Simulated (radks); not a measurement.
All-electron atom: S II in [Ne] 3s2 3p2.75 3d0.25 (fractional occupations, a model configuration). Method: scalar-relativistic Kohn-Sham, r2SCAN, spin-polarised, spherical densities, finite nucleus; open shells are filled with parallel spins first; meta-GGA in the generalised Kohn-Sham scheme; Fermi nuclear charge, rms radius 3.2611 fm; computed with a radial shooting solver on a logarithmic mesh with Libxc functionals.

Radial electron density D(r) = 4 pi r^2 rho(r):

```
   r/bohr * D(r) (the largest magnitude, 18.3, reaches the edge; | marks zero)
  0.01209 |         *
  0.01587 |               *
  0.02083 |                      *
  0.02734 |                               *
  0.03588 |                                         *
   0.0471 |                                                 *
  0.06182 |                                                      *
   0.0805 |                                                    *
   0.1057 |                                             *
   0.1387 |                                     *
    0.182 |                                    *
   0.2389 |                                           *
   0.3136 |                                                    *
   0.4117 |                                                *
   0.5404 |                                 *
   0.7036 |                *
   0.9236 |        *
    1.212 |        *
    1.591 |         *
    2.089 |     *
    2.741 |  *
    3.598 |*
    4.723 *
     6.15 *
    8.073 *
     10.6 *
```

D(r) has 3 maxima, at r = 0.0654, 0.340, 1.42 bohr, and minima at 0.164, 1.02 bohr, inside which lie 2.19, 10.36 electrons.
